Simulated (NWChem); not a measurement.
Molecule: CHF2, doublet; SMILES [CH](F)F

In the optimisation the excess spin sits in a' (Cs, its own frame).

Give the equilibrium geometry at PBE-D3(BJ)/def2-SVP, spin-unrestricted (NWChem) as a list of bonds and angles, with the point group.

point group Cs; any orientation.
Bonded distances (Å): F1–C2 1.333, C2–F3 1.333, C2–H4 1.112. Angles (°): F1–C2–F3 111.9, F1–C2–H4 114.0, F3–C2–H4 114.0.
